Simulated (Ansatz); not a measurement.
PBE exchange is replaced step by step with exact exchange (0 % is PBE, 25 % PBE0; no dispersion term), basis def2-SVP, Ansatz. System: Ge₃Cl (the lowest doublet isomer of a short search). The state is a doublet with charge 0. Geometry: r2SCAN-D4/def2-SVP, each spin state at its own.

The relaxed quartet has other bonds than the doublet, so its gap is one between isomers.

Geometry of the doublet:

Cartesian coordinates in Å:
```
Ge 0.491 1.248 0.097
Ge 1.792 -0.724 0.557
Ge -0.516 -1.237 0.108
Cl -1.767 0.713 -0.762
```

The structure comes from a short search, and lower isomers may exist.

HOMO and LUMO are taken over both spins.

| exact exchange (%) | HOMO (eV) | LUMO (eV) | gap (eV) | ⟨S²⟩ | quartet − doublet (kJ/mol) |
| --- | --- | --- | --- | --- | --- |
| 10 | -5.31 | -4.02 | 1.29 | 0.756 | 114.8 |
| 15 | -5.50 | -3.89 | 1.61 | 0.757 | 112.7 |
| 40 | -6.50 | -3.25 | 3.24 | 0.765 | 102.1 |
